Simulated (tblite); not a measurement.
A geometry optimisation, step by step.

Species: C₄H₃BrN₃ (doublet state).
SMILES with atom numbers: `[CH3:1][c:2]1[n:3][c:4][n:5][c:6]([Br:7])[n:8]1` (hydrogens: H9, H10, H11 on C1)
Bond orders are those of one Lewis drawing.

Computed with GFN2-xTB (tblite), gas phase: L-BFGS steps from a force-field or distance-geometry start until the largest atomic force falls under 0.01 eV/Å. 10 of its 13 geometries are shown.

Step 0: E = -622.0928 eV, largest atomic force 1.458 eV/Å
```
atom  x, y, z in Å  |  force x, y, z in eV/Å
C1     -1.802    0.308   -0.107   -0.547   0.186   0.313
C2     -0.393   -0.137   -0.011    0.033   0.205   0.039
N3     -0.144   -1.456    0.014    1.345   0.298  -0.027
C4      1.133   -1.780    0.070   -0.374   1.159   0.105
N5      2.160   -0.952    0.132   -1.147  -0.117  -0.181
C6      1.802    0.330    0.093   -0.077   0.210   0.096
Br7     3.204    1.620    0.147   -0.326  -0.310  -0.011
N8      0.565    0.799    0.034    0.437  -1.390  -0.050
H9     -2.476   -0.415    0.371    0.293   0.041  -0.255
H10    -1.950    1.277    0.393    0.236  -0.248  -0.290
H11    -2.092    0.409   -1.161    0.127  -0.034   0.261
```

Step 1: E = -622.1563 eV, largest atomic force 0.501 eV/Å
```
atom  x, y, z in Å  |  force x, y, z in eV/Å
C1     -1.810    0.310   -0.102   -0.005   0.011   0.068
C2     -0.392   -0.134   -0.011   -0.227  -0.090   0.025
N3     -0.125   -1.452    0.013   -0.234   0.436  -0.078
C4      1.127   -1.763    0.071    0.112   0.145   0.087
N5      2.143   -0.953    0.130    0.026   0.378  -0.078
C6      1.801    0.333    0.094    0.271  -0.162   0.074
Br7     3.200    1.616    0.147   -0.259  -0.232  -0.007
N8      0.571    0.779    0.033   -0.028  -0.368  -0.051
H9     -2.472   -0.415    0.367    0.112  -0.105  -0.111
H10    -1.946    1.273    0.388    0.149   0.009  -0.126
H11    -2.091    0.408   -1.157    0.084  -0.021   0.196
```

Step 3: E = -622.1704 eV, largest atomic force 0.141 eV/Å
```
atom  x, y, z in Å  |  force x, y, z in eV/Å
C1     -1.811    0.311   -0.100    0.009   0.005   0.046
C2     -0.399   -0.134   -0.010    0.014   0.044   0.003
N3     -0.127   -1.442    0.011   -0.067  -0.051  -0.018
C4      1.127   -1.755    0.074    0.018   0.100   0.030
N5      2.145   -0.946    0.127    0.097  -0.101  -0.014
C6      1.805    0.332    0.097   -0.034  -0.018  -0.003
Br7     3.190    1.608    0.147   -0.102  -0.058   0.002
N8      0.572    0.767    0.032   -0.086   0.111  -0.009
H9     -2.468   -0.419    0.363    0.033  -0.116  -0.035
H10    -1.940    1.274    0.384    0.088   0.087  -0.035
H11    -2.088    0.408   -1.150    0.030  -0.003   0.033
```

Step 4: E = -622.1723 eV, largest atomic force 0.125 eV/Å
```
atom  x, y, z in Å  |  force x, y, z in eV/Å
C1     -1.811    0.311   -0.098   -0.008   0.010   0.039
C2     -0.401   -0.133   -0.010    0.041  -0.007  -0.004
N3     -0.129   -1.441    0.010    0.037  -0.044   0.005
C4      1.126   -1.751    0.075   -0.043   0.009   0.006
N5      2.148   -0.947    0.126    0.013  -0.040   0.001
C6      1.805    0.332    0.097   -0.095  -0.045  -0.024
Br7     3.186    1.604    0.147   -0.045   0.002   0.004
N8      0.571    0.766    0.031   -0.002   0.124   0.011
H9     -2.466   -0.423    0.361    0.027  -0.082  -0.017
H10    -1.937    1.276    0.382    0.061   0.072  -0.013
H11    -2.086    0.407   -1.148    0.014   0.002  -0.007
```

Step 5: E = -622.1732 eV, largest atomic force 0.076 eV/Å
```
atom  x, y, z in Å  |  force x, y, z in eV/Å
C1     -1.811    0.311   -0.096    0.001   0.005   0.018
C2     -0.401   -0.133   -0.010    0.041   0.023  -0.003
N3     -0.130   -1.441    0.009    0.027   0.002   0.011
C4      1.125   -1.749    0.076    0.023  -0.043  -0.001
N5      2.150   -0.947    0.125   -0.072  -0.023   0.005
C6      1.804    0.331    0.097   -0.052  -0.032  -0.027
Br7     3.183    1.603    0.147   -0.015   0.028   0.005
N8      0.570    0.768    0.031   -0.030   0.041   0.014
H9     -2.465   -0.426    0.360    0.026  -0.047  -0.007
H10    -1.934    1.279    0.381    0.042   0.043  -0.004
H11    -2.085    0.407   -1.147    0.009   0.003  -0.011
```

Step 7: E = -622.1740 eV, largest atomic force 0.044 eV/Å
```
atom  x, y, z in Å  |  force x, y, z in eV/Å
C1     -1.811    0.312   -0.095    0.009   0.002  -0.009
C2     -0.400   -0.132   -0.010   -0.013   0.001   0.004
N3     -0.129   -1.441    0.010   -0.008   0.016   0.006
C4      1.125   -1.751    0.077   -0.004  -0.044  -0.003
N5      2.148   -0.948    0.125   -0.038   0.014   0.000
C6      1.801    0.329    0.095    0.009   0.016  -0.008
Br7     3.180    1.603    0.148   -0.009   0.021   0.002
N8      0.569    0.771    0.032   -0.003  -0.024   0.004
H9     -2.463   -0.430    0.359    0.030   0.004  -0.001
H10    -1.930    1.282    0.380    0.019  -0.010  -0.002
H11    -2.084    0.407   -1.146    0.008   0.003   0.005
```

Step 8: E = -622.1741 eV, largest atomic force 0.026 eV/Å
```
atom  x, y, z in Å  |  force x, y, z in eV/Å
C1     -1.811    0.312   -0.095    0.010   0.001  -0.010
C2     -0.400   -0.131   -0.010   -0.010  -0.009   0.004
N3     -0.129   -1.440    0.010   -0.020  -0.002   0.004
C4      1.125   -1.752    0.077   -0.015  -0.009  -0.001
N5      2.147   -0.948    0.125   -0.012   0.007  -0.003
C6      1.800    0.329    0.095    0.013   0.014   0.000
Br7     3.179    1.603    0.148   -0.009   0.016   0.001
N8      0.569    0.771    0.032    0.001  -0.016  -0.001
H9     -2.461   -0.431    0.359    0.024   0.010   0.002
H10    -1.929    1.283    0.380    0.012  -0.015   0.000
H11    -2.084    0.407   -1.146    0.006   0.003   0.003
```

Step 9: E = -622.1742 eV, largest atomic force 0.028 eV/Å
```
atom  x, y, z in Å  |  force x, y, z in eV/Å
C1     -1.810    0.312   -0.095    0.009   0.000  -0.008
C2     -0.400   -0.132   -0.009    0.000  -0.008   0.002
N3     -0.129   -1.440    0.010   -0.023  -0.016   0.003
C4      1.125   -1.753    0.077   -0.013   0.013   0.000
N5      2.146   -0.948    0.125    0.000  -0.002  -0.004
C6      1.800    0.330    0.095    0.006   0.006   0.004
Br7     3.178    1.604    0.148   -0.008   0.013   0.001
N8      0.568    0.771    0.032    0.001  -0.007  -0.003
H9     -2.460   -0.431    0.358    0.016   0.009   0.004
H10    -1.928    1.283    0.379    0.009  -0.011   0.003
H11    -2.083    0.408   -1.146    0.004   0.004  -0.003
```

Step 11: E = -622.1743 eV, largest atomic force 0.021 eV/Å
```
atom  x, y, z in Å  |  force x, y, z in eV/Å
C1     -1.809    0.312   -0.095    0.002  -0.001  -0.001
C2     -0.400   -0.132   -0.009    0.009  -0.004  -0.006
N3     -0.131   -1.441    0.011   -0.006  -0.015   0.004
C4      1.123   -1.753    0.077   -0.003   0.021   0.002
N5      2.144   -0.948    0.125    0.009  -0.009  -0.006
C6      1.800    0.330    0.095   -0.007  -0.010   0.006
Br7     3.177    1.606    0.148   -0.006   0.007   0.001
N8      0.568    0.770    0.032    0.000   0.004  -0.003
H9     -2.458   -0.431    0.359   -0.004   0.001   0.007
H10    -1.926    1.282    0.380    0.004   0.003   0.006
H11    -2.083    0.408   -1.146    0.001   0.004  -0.010
```

Step 12: E = -622.1743 eV, largest atomic force 0.010 eV/Å
```
atom  x, y, z in Å  |  force x, y, z in eV/Å
C1     -1.809    0.312   -0.095   -0.002   0.001   0.000
C2     -0.400   -0.132   -0.009    0.004  -0.002  -0.007
N3     -0.132   -1.442    0.011    0.003  -0.005   0.005
C4      1.123   -1.753    0.077    0.002   0.006   0.002
N5      2.144   -0.948    0.125    0.006  -0.005  -0.005
C6      1.800    0.330    0.095   -0.004  -0.008   0.004
Br7     3.176    1.606    0.148   -0.006   0.004   0.001
N8      0.568    0.770    0.032    0.000   0.001  -0.003
H9     -2.457   -0.431    0.359   -0.007   0.001   0.005
H10    -1.925    1.282    0.380    0.003   0.004   0.005
H11    -2.082    0.408   -1.146    0.001   0.003  -0.007
```

Q: Summarise the path.

A: The energy falls by 1.88 kcal/mol from step 0 to step 12; nine tenths of that is first reached at step 2. It falls at every step. The largest force goes from 1.458 to 0.010 eV/Å. Among the bonds C6–Br7 changes most, from 1.907 to 1.878 Å; the atoms move by 0.022 Å rms after alignment.

What follows is the cost of the whole relaxation. Hardware: one thread of an Intel Xeon at 2.50 GHz, no GPU, shared host with 64 logical CPUs at a one-minute load of 46. Cost: 0.22 s.
